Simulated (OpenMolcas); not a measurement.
Tc4+ with 6 ligands (chloride) in octahedral coordination (Oh). A charge of +0.333 e stands 3.2 Å behind each ligand. Ligand basis ANO-RCC-VDZP.

```yaml
Program: OpenMolcas
Method: CASSCF
Basis: ANO-RCC-VDZP [6s5p3d1f]
Scalar_Hamiltonian: DKH2, point nucleus
Active_space: 3 electrons in 5 orbitals (4d)
State_averaging: 2S+1 = 4 even, 10 roots; 2S+1 = 2 even, 40 roots
Spin-orbit_coupling: RASSI with atomic mean-field integrals over the reference wave functions
```

All ligands move together. At R = 2.41 Å the first state of the same spin is 22570 cm-1, and at R = 2.51 Å it is 19261 cm-1.

**Question.** A third run gives 28043 cm-1. What distance was it run at?

**Answer.** With a power law R^-n the two known points give n = -ln(19261 / 22570) / ln(2.51 / 2.41) = 3.90. Then R = 2.41 × (22570 / 28043)^(1/3.90) = 2.279 Å. The run was at 2.28 Å, so the estimate is off by -0.001 Å.

Without dynamic correlation the repulsion within the d shell is too large (B by tens of per cent), so at a given field states of lower spin stand too high. With metal d orbitals alone the field can be off either way by tens of per cent. Ligand-to-metal charge-transfer states are missing. With no ligand orbital active B as a rule stays too high, so bands that hang on it stand too high and its fall with covalency is understated. The least metal-like active orbital is 66 % on the metal (Löwdin) and no ligand orbital is active, so the numbers are rough (holds for R = 2.28). The least metal-like active orbital is 68 % on the metal (Löwdin) and no ligand orbital is active, so the numbers are rough (holds for R = 2.41). The least metal-like active orbital is 69 % on the metal (Löwdin) and no ligand orbital is active, so the numbers are rough (holds for R = 2.51). No measured value stands beside these numbers; the geometry was imposed, not optimised, and the real ion may take another.
